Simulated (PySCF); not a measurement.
These compounds are isomers of formula C₂H₁₀O₃Si₃.

A. `CC[SiH]1O[SiH2]O[SiH2]O1`
B. SMILES CC(=O)[SiH2]O[SiH2]O[SiH3]
C. `CC(=O)O[SiH2][SiH2]O[SiH3]`

Spectrum 1. $^{1}$H NMR (500 MHz, computed): δ 5.24 (s, 2H), 5.09 (s, 3H), 4.99 (s, 2H), 2.39 (s, 3H). $^{13}$C{$^{1}$H} NMR (computed): δ 246.4 (C), 37.4 (CH3).

Spectrum 2. $^{1}$H NMR (500 MHz, computed): δ 5.21 (m, 2H), 5.19 (m, 1H), 5.17 (m, 2H), 1.10 (t, 3H), 0.86 (m, 2H). $^{13}$C{$^{1}$H} NMR (computed): δ 14.1 (CH2), 7.0 (CH3).

Spectrum 3. $^{1}$H NMR (500 MHz, computed): δ 5.49 (t, 2H), 5.05 (t, 2H), 4.98 (s, 3H), 2.10 (s, 3H). $^{13}$C{$^{1}$H} NMR (computed): δ 179.5 (C), 24.0 (CH3).

[PySCF: shieldings: GIAO PBE0/pcSseg-1; geometry: GFN2-xTB; relativity neglected; one computed conformer; gas phase; fast rotation and ring inversion assumed for equivalent nuclei]

Referencing at the same level of theory: $^{1}$H (σ = 31.72 ppm), $^{13}$C (σ = 186.93 ppm) against TMS. Where no couplings were computed, multiplicities follow the n + 1 count of equivalent neighbours, and m marks all less simple cases (inequivalent or close neighbours, rings, F or P nearby). Shifts are as computed. Against solution values, carbons near 30 ppm lie about +3 ppm off and those near 130 ppm about +5 ppm. Of 1309 compounds with measured shifts, 239 miss one by over three times the rms of a fit or turn the order of signals round; such compounds aren't used in these exercises.

**Question.** Which spectrum belongs to which compound?

**Answer.** 1–B, 2–A, 3–C.

- Spectrum 1 (B): 2 $^{13}$C signals; δC 37.4 is a methyl carbon α to a carbonyl; δH 2.39 is the hydrogen on a methyl carbon α to a carbonyl.
- Spectrum 2 (A): 2 $^{13}$C signals; δC 7.0 is a methyl carbon; δH 0.86 is the hydrogen on an sp3 CH2 bonded to Si.
- Spectrum 3 (C): 2 $^{13}$C signals; δC 24.0 is a methyl carbon α to a carbonyl; δH 2.10 is the hydrogen on a methyl carbon α to a carbonyl.
